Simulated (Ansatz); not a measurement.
A run for Ansatz (an electronic-structure program): R-wB97X-V/def2-TZVPPD on C4H8 (a complex), monomers drawn apart or pushed together. Files ending in .json are basis or fitting sets from the Basis Set Exchange.

Ansatz 0.2 input:
```yaml
crystal:
  periodic: [false, false, false]
  atoms:
    - {symbol: C, position_ang: [-0.20440649, -0.04430182, -0.29071696]}
    - {symbol: H, position_ang: [0.37230030, -0.09913342, -1.21308321]}
    - {symbol: H, position_ang: [-0.75803661, 0.89371268, -0.26659162]}
    - {symbol: H, position_ang: [-0.90208411, -0.88016963, -0.25156153]}
    - {symbol: H, position_ang: [0.46781400, -0.09127708, 0.56443765]}
    - {symbol: C, position_ang: [1.54430905, -0.02188554, 4.83657478]}
    - {symbol: C, position_ang: [0.25426660, 0.05534776, 4.69328990]}
    - {symbol: C, position_ang: [-1.03463323, 0.13250582, 4.54396872]}
    - {symbol: H, position_ang: [2.04278320, -0.97856020, 4.94282390]}
    - {symbol: H, position_ang: [2.16284980, 0.86808381, 4.85524201]}
    - {symbol: H, position_ang: [-1.48601214, 0.11553454, 3.55885202]}
    - {symbol: H, position_ang: [-1.69661302, 0.21627805, 5.39807674]}
basis:
  gaussian:
    orbitals: def2-TZVPPD.json
hamiltonian:
  xc: {name: wB97X-V}
scf: {lower_state_search: off}
```

It printed:

```
WARN ansatz: RAYON_NUM_THREADS=1 ignored (pool sized by the plan → 1); use --threads N
Functional definition: wB97X-V
these checks for a lower state are left out or cut short: stability, starts, cluster_reference, orbital_swaps, neighbouring_geometries, increment
integrals: 0.20 GiB planned
1168 factors; their error is unknown
integrals: 0.23 GiB planned
396 factors; integrals over basis functions are off by at most 2.3e-5 eV
mean field: 1.90 GiB planned
mean field evaluation 1: about -4272.3938 eV, gradient 4.5e1 eV
mean field evaluation 2: about -4275.3233 eV, gradient 2.8e1 eV
mean field evaluation 4: about -4277.0217 eV, gradient 1.0e0 eV
mean field evaluation 8: about -4277.0132 eV, gradient 6.7e-1 eV
mean field evaluation 16: about -4277.0138 eV, gradient 5.6e-6 eV
mean field -4277.01377781 eV, -157.1773572703 hartree, gradient 5.7e-6 eV, S^2 0.000000; 0 other end points of the search recorded, 0 dependent functions left out
reference -4277.01377543 eV, -157.1773571831 hartree; 16, 16 occupied and 268, 268 virtual orbitals, 1168 factors
Total energy: -4277.01377543 eV, -157.1773571831 hartree
Checks for a lower state left out: stability, starts, cluster_reference, orbital_swaps, neighbouring_geometries, increment
```

Self-consistency was reached.

Cost: roughly 13 core-seconds.
